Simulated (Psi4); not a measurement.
C4H10O2, singlet, at a GFN2-xTB geometry. Base run: PBE0/STO-3G run with Psi4.

Geometry (Å):
```xyz
16

C      2.5495     0.5433    -0.2461
O      1.3835    -0.1000     0.1956
C      0.2399     0.2405    -0.5597
C     -0.9550    -0.5034     0.0481
C     -2.2448    -0.1900    -0.6984
O     -1.1198    -0.1311     1.3964
H      2.4524     1.6340    -0.1766
H      3.3558     0.2077     0.4029
H      2.7805     0.2768    -1.2847
H      0.0653     1.3262    -0.5122
H      0.3739    -0.0472    -1.6127
H     -0.7431    -1.5842    -0.0105
H     -2.4419     0.8780    -0.6603
H     -2.1713    -0.5078    -1.7344
H     -3.0699    -0.7092    -0.2203
H     -0.2484    -0.1680     1.8095
```
All else is at Psi4's defaults (density fitting).
Base energy -304.57081 Eh.

Each row names what was changed in the base input (with any setting that the change needs).

```csv
change,ΔE vs base (mEh),SCF cycles,grid points,basis functions
base,0.000,7,337445,40
scf_type = disk_df,0.000,7,337445,40
dft_radial_scheme = mura,0.000,7,343079,40
puream = true,0.000,7,337445,40
level_shift = 1.0,0.000,7,337445,40
damping_percentage = 50,0.000,42,337445,40
scf_type = dfdirj+cosx,-0.377,8,337445,40
scf_type = mem_df,0.000,7,337445,40
dft_radial_points = 150,0.000,7,669115,40
dft_basis_tolerance = 1e-8,0.000,7,333908,40
df_basis_scf = cc-pvqz-jkfit,1.536,7,337445,40
scf_type = dfdirj+link,-0.379,7,337445,40
puream = false,0.115,7,337445,40
```
